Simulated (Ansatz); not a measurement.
Program: Ansatz. Geometries: PBE0-D4/def2-TZVP. ΔE: electronic, gas phase. CCSD(T)/CBS adds triple-zeta CCSD(T) − MP2 to the extrapolated MP2 energy (def2 sets, frozen cores). Functionals use def2-TZVPP. One conformer a species, not always the lowest.

Reaction (formal exchange of groups at the Si–S bond): `S[SiH](Cl)CCl` + `COC(N)O` → `N[SiH](Cl)CCl` + `COC(O)S`

`S[SiH](Cl)CCl`:

Z-matrix (Å, degrees):
```
Si
Cl 1 2.051
C 1 1.874 2 108.3
S 1 2.121 2 106.3 3 120.1
H 1 1.479 2 108.6 3 -118.2
Cl 3 1.787 1 107.4 2 -178.5
H 3 1.090 1 112.3 2 62.8
H 3 1.091 1 111.7 2 -60.5
H 4 1.347 1 92.1 2 -174.1
```

`COC(N)O`:

Z-matrix (Å, degrees):
```
C
O 1 1.410
H 1 1.090 2 107.0
H 1 1.099 2 111.0 3 -118.7
H 1 1.093 2 111.6 3 119.8
C 2 1.391 1 113.8 3 173.2
O 6 1.401 2 107.8 1 64.3
N 6 1.423 2 111.4 1 -175.3
H 6 1.105 2 109.0 1 -55.4
H 7 0.962 6 106.5 2 165.6
H 8 1.012 6 110.7 2 68.1
H 8 1.015 6 109.1 2 -50.9
```

`N[SiH](Cl)CCl`:

```xyz
10

N     0.590   -1.140    0.976
Si    0.299   -0.403   -0.524
Cl   -1.092   -1.352   -1.723
C    -0.347    1.329   -0.209
Cl   -1.710    1.269    0.946
H    -0.114   -1.077    1.695
H     1.100   -2.007    1.031
H     1.556   -0.378   -1.305
H    -0.710    1.802   -1.121
H     0.427    1.957    0.233
```

`COC(O)S`:

Cartesian coordinates in Å:
```
C -0.613 0.319 1.486
O 0.470 0.424 0.581
C 0.131 0.107 -0.711
O -0.201 -1.250 -0.761
S 1.499 0.538 -1.826
H -1.456 0.940 1.157
H -0.252 0.686 2.445
H -0.948 -0.716 1.589
H -0.716 0.726 -1.056
H -0.294 -1.502 -1.684
H 2.380 -0.274 -1.219
```

```
        species  ωB97M-V energy (Eh)
`S[SiH](Cl)CCl`          -1648.64791
      `COC(N)O`           -285.62922
`N[SiH](Cl)CCl`          -1305.82762
      `COC(O)S`           -628.44329
```

Work out ΔE.

ΔE = (-1305.82762) + (-628.44329) − (-1648.64791) − (-285.62922) = 0.00622 Eh = +3.9 kcal/mol. CCSD(T)/CBS gives +4.0 kcal/mol.

Largest T1 diagnostic among the species: 0.012.
